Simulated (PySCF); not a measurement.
Assignment exercise: C3H10OSi4

Bonds (- single, = double, # triple, : aromatic): C1=C2, C2-C3, C3=O4, C2-Si5, Si5-Si6, Si6-Si7, Si7-Si8, Si8-Si5. C1 carries H9, H10; C3 carries H11; Si5 carries H12; Si6 carries H13, H14; Si7 carries H15, H16; Si8 carries H17, H18. H13, H15, H18 are cis to C2 on the ring; H9 is cis to C3; H14, H16, H17 are trans to C2 on the ring; H10 is trans to C3.

[PySCF 2.14.0 with density-fitted response routines: shielding tensors at PBE0/pcSseg-1 (GIAO); geometry: GFN2-xTB; one computed conformer; no solvent model; relativity neglected; fast rotation and ring inversion assumed for equivalent nuclei]

Scale: TMS for 13C (σ = 186.93 ppm) and 1H (σ = 31.72 ppm) (reference shieldings calculated alike).

Question: Assign these signals to the numbered atoms. 13C{1H} NMR (computed): δ 205.8, 164.2, 155.8.

Answer: 
```tsv
δ (ppm)	atoms	environment	reason
205.8	C3	aldehyde carbonyl carbon	low-lying n→π* states of the double bond to the heteroatom give a large paramagnetic term (-265 ppm)
164.2	C2	α carbon of a C=C–C=O unit	as expected for a trigonal carbon in a double bond
155.8	C1	β carbon of a C=C–C=O unit	conjugation with the carbonyl draws π density from the β position
```

Question: Assign these signals to the numbered atoms. 1H NMR (400 MHz, computed): δ 9.70 (s, 1H), 7.40 (br s, 1H), 7.04 (br s, 1H), 4.74 (m, 1H), 4.67 (m, 1H), 4.26 (m, 1H), 4.23 (m, 2H), 3.98 (m, 2H).

Answer: 
| δ (ppm) | atoms | environment | reason |
| --- | --- | --- | --- |
| 9.70 | H11 | hydrogen on an aldehyde carbonyl carbon | the formyl region, downfield of aromatic protons |
| 7.40 | H10 | hydrogen on a β carbon of a C=C–C=O unit | attached to an sp2 carbon and in the plane of the double bond |
| 7.04 | H9 | hydrogen on a β carbon of a C=C–C=O unit | – |
| 4.74 | H12 | hydrogen on a silicon bonded to C, 2 Si, in a 4-membered ring | – |
| 4.67 | H15 | hydrogen on a silicon bonded to 2 Si, in a 4-membered ring | – |
| 4.26 | H16 | hydrogen on a silicon bonded to 2 Si, in a 4-membered ring | – |
| 4.23 | H14/H17 | hydrogen on a silicon bonded to 2 Si, in a 4-membered ring | – |
| 3.98 | H13/H18 | hydrogen on a silicon bonded to 2 Si, in a 4-membered ring | – |

H12 and H15; H16 and H14/H17 lie closer than the usual error of such a calculation, so a measured spectrum could show them in the other order.

Shifts are as computed. Against solution values, carbons near 30 ppm lie about +3 ppm off and those near 130 ppm about +5 ppm. Of 1211 compounds with measured shifts, 218 miss one by over three times the rms of a fit or turn the order of signals round; such compounds aren't used in these exercises. No couplings were computed; multiplicities are counted from neighbouring protons, with m where these are inequivalent, close in shift, in a saturated or five-membered ring or joined by F or P, and br s for small geminal =CH2 splittings.
